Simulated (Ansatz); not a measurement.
Noncovalent pair: HF (SMILES F) (first 2 atoms) with C2H4 (SMILES C=C); geometry from B3LYP-D3(BJ)/def2-TZVP.
(charge 0, multiplicity 1):
```xyz
8

F     -0.234     0.856     0.585
H     -0.168     0.555     1.469
C     -0.544     0.248     3.642
C      0.499    -0.506     3.309
H     -0.421     1.267     3.987
H     -1.558    -0.129     3.591
H      0.376    -1.529     2.973
H      1.513    -0.132     3.369
```

Basis-set superposition error: the interaction energy with monomers in their own basis, and in the dimer's basis (counterpoise).

The values were computed with Ansatz (an electronic-structure program). Each number belongs to the level named beside it.

```
level                uncorrected (kcal/mol)  counterpoise (kcal/mol)  difference
-------------------  ----------------------  -----------------------  ----------
SVWN5/def2-TZVPPD                     -8.17                    -8.07        0.10
B97M-V/def2-TZVPPD                    -4.99                    -4.90        0.09
PBE0/def2-TZVPPD                      -5.16                    -5.10        0.07
BHLYP/def2-TZVPPD                     -4.69                    -4.63        0.06
MP2/aug-cc-pVTZ                       -5.28                    -4.66        0.62
MP2/aug-cc-pVQZ                       -5.13                    -4.80        0.32
SCS-MP2/aug-cc-pVTZ                   -4.67                    -4.00        0.67
CCSD/aug-cc-pVDZ                      -4.67                    -3.46        1.20
CCSD/aug-cc-pVTZ                      -4.66                    -4.09        0.57
CCSD(T)/aug-cc-pVTZ                   -5.02                    -4.41        0.61
```

The error is largest for CCSD/aug-cc-pVDZ (1.20 kcal/mol) and smallest for BHLYP/def2-TZVPPD (0.06 kcal/mol).
